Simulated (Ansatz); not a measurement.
Reaction (cleavage of the Si–Si bond): `S[SiH2][SiH2]CCl` + HBr → `ClC[SiH2]Br` + `[SiH3]S`

Isolated molecules relaxed with PBE0-D4/def2-TZVP in Ansatz; ΔE leaves out vibrations. CBS: MP2 limit from def2 TZ/QZ plus the TZ coupled-cluster correction, frozen cores. DFT in def2-TZVPP. B3LYP here is the variant with VWN-RPA as its local correlation; programs differ in this. For Br outer-core shells are correlated without core-valence functions, which leaves a few kJ/mol of doubt a bond. Scalar relativity is left out up to krypton. One conformer a species, not always the lowest.

CCSD(T)/CBS gives -95.4 kJ/mol.

**Question.** Another level gave -93.7 kJ/mol. Which?
A. HF/def2-TZVPP
B. ωB97M-V/def2-TZVPP
C. B3LYP/def2-TZVPP
D. PBE0/def2-TZVPP

**Answer.** C. B3LYP -93.7, ωB97M-V -98.9, HF/def2-TZVPP -113.5, PBE0 -86.8 kJ/mol.

Largest T1 diagnostic among the species: 0.011.

In def2-TZVPP, CCSD(T) changes the Hartree–Fock value by +22.5 kJ/mol (the triples alone add +2.9 kJ/mol) and MP2 by +12.2 kJ/mol. From PBE to PBE0 (25 % exact exchange), in def2-TZVPP and without D4, ΔE moves by −7.0 kJ/mol. The D4 term adds +3.6 kJ/mol with B3LYP and +2.5 kJ/mol with PBE0; it sums over pairs of atoms, weighted by their polarisabilities, and B3LYP, whose exchange is more repulsive, gets the larger term.
